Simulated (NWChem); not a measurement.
System: C$_{3}$H$_{5}$NSSi; SMILES [SiH3]c1cncs1

Input file for NWChem:

```
start job
memory heap 200 mb stack 900 mb global 1100 mb
geometry units angstroms noautoz
  Si    -0.052015     2.206936     0.000000
  C     -0.168204     0.341723     0.000000
  C     -1.311264    -0.430534     0.000000
  N     -1.141802    -1.781092     0.000000
  C      0.120680    -2.080163     0.000000
  S      1.189482    -0.723660     0.000000
  H     -1.447490     2.735106     0.000000
  H      0.672413     2.696851    -1.210742
  H      0.672413     2.696851     1.210742
  H     -2.323520    -0.019096     0.000000
  H      0.510883    -3.101161     0.000000
end
basis spherical
  * library 6-31g*
end
dft
  xc xpbe96 cpbe96
  iterations 150
end
tddft
  cis
  nroots 6
  notriplet
end
task tddft energy
```

Output (shortened):

```
             Northwest Computational Chemistry Package (NWChem) 7.3.0
             --------------------------------------------------------

 CS  symmetry detected

                             Geometry "geometry" -> ""
                             -------------------------

 Output coordinates in angstroms (scale by  1.889725989 to convert to a.u.)

  No.       Tag          Charge          X              Y              Z
 ---- ---------------- ---------- -------------- -------------- --------------
    1 Si                  14.0000    -0.04533909     2.22642010     0.00000000
    2 C                    6.0000    -0.17051099     0.36178839     0.00000000
    3 C                    6.0000    -1.31727749    -0.40495383     0.00000000
    4 N                    7.0000    -1.15432274    -1.75631242     0.00000000
    5 C                    6.0000     0.10670406    -2.06146100     0.00000000
    6 S                   16.0000     1.18202759    -0.71012188     0.00000000
    7 H                    1.0000    -1.43825384     2.76130561     0.00000000
    8 H                    1.0000     0.68144030     2.71284003    -1.21074200
    9 H                    1.0000     0.68144030     2.71284003     1.21074200
   10 H                    1.0000    -2.32753996     0.01135517     0.00000000
   11 H                    1.0000     0.49198465    -3.08432666     0.00000000

 Effective nuclear repulsion energy (a.u.)     331.0158490215

      Symmetry information
      --------------------

 Group name             Cs
 Group number              2
 Group order               2
 No. of unique centers    10

  pbe96 is a nonlocal functional; adding pw91lda local functional.

                                 NWChem DFT Module
                                 -----------------

 Summary of "ao basis" -> "ao basis" (spherical)
 ------------------------------------------------------------------------------
       Tag                 Description            Shells   Functions and Types
 ---------------- ------------------------------  ------  ---------------------
 Si                          6-31g*                  8       18   4s3p1d
 C                           6-31g*                  6       14   3s2p1d
 N                           6-31g*                  6       14   3s2p1d
 S                           6-31g*                  8       18   4s3p1d
 H                           6-31g*                  2        2   2s

      Symmetry analysis of basis
      --------------------------

        a'         74
        a"         28

[...]

                                NWChem TDDFT Module
                                -------------------

            General Information
            -------------------
           No. of orbitals :     204
            Alpha orbitals :     102
             Beta orbitals :     102
        Alpha frozen cores :       0
         Beta frozen cores :       0
     Alpha frozen virtuals :       0
      Beta frozen virtuals :       0
         Spin multiplicity :       1
    Number of AO functions :     102
        Use of symmetry is : off
      Symmetry adaption is : on
         Schwarz screening :  0.10D-07

              XC Information
              --------------
   PerdewBurkeErnzerhof Exchange Functional   1.00
     Perdew 1991 LDA Correlation Functional   1.00 local
    PerdewBurkeErnz. Correlation Functional   1.00 non-local

             TDDFT Information
             -----------------
          Calculation type : Tamm-Dancoff TDDFT
         Wavefunction type : Restricted singlets
          No. of electrons :      60
           Alpha electrons :      30
            Beta electrons :      30
              No. of roots :       6
          Max subspacesize :    5200
            Max iterations :     100
               Target root :       1
           Target symmetry : none
      Symmetry restriction : off
                 Algorithm : Optimal
        Davidson threshold :  0.10D-03

    6 smallest eigenvalue differences (eV)
--------------------------------------------------------
  No. Spin  Occ  Vir  Irrep   E(Occ)    E(Vir)   E(Diff)
--------------------------------------------------------
    1    1   30   31 a'       -0.227    -0.066     4.381
    2    1   29   31 a"       -0.234    -0.066     4.573
    3    1   28   31 a'       -0.259    -0.066     5.236
    4    1   30   32 a"       -0.227    -0.015     5.780
    5    1   29   32 a'       -0.234    -0.015     5.973
    6    1   30   33 a'       -0.227     0.004     6.288
--------------------------------------------------------

  Entering Davidson iterations
  Restricted singlet excited states

  Iter   NTrls   NConv    DeltaV     DeltaE      Time
  ----  ------  ------  ---------  ---------  ---------
    1      6       0     0.25E+00   0.10+100        3.9
    2     12       0     0.16E+00   0.59E-01        4.0
    3     18       0     0.66E-01   0.45E-01        4.0
    4     24       1     0.63E-01   0.11E-01        4.0
    5     29       2     0.21E-01   0.34E-02        3.8
    6     33       4     0.30E-02   0.55E-03        3.6
    7     35       5     0.51E-03   0.14E-04        3.1
    8     36       6     0.65E-04   0.32E-06        2.8
  ----  ------  ------  ---------  ---------  ---------
  Convergence criterion met

  Ground state a'       -859.170885234040 a.u.

  ----------------------------------------------------------------------------
  Root   1 singlet a"             0.172321115 a.u.                4.6891 eV
  ----------------------------------------------------------------------------
     Transition Moments    X -0.00000   Y  0.00000   Z  0.06337
     Dipole Oscillator Strength                    0.0004612884
     Electric Quadrupole                           0.0000000054
     Magnetic Dipole                               0.0000003086
     Total Oscillator Strength                     0.0004616024

[...]
```

Level: PBE/6-31G* (spherical d), TDA. The geometry was optimised at PBE0/def2-SVP.
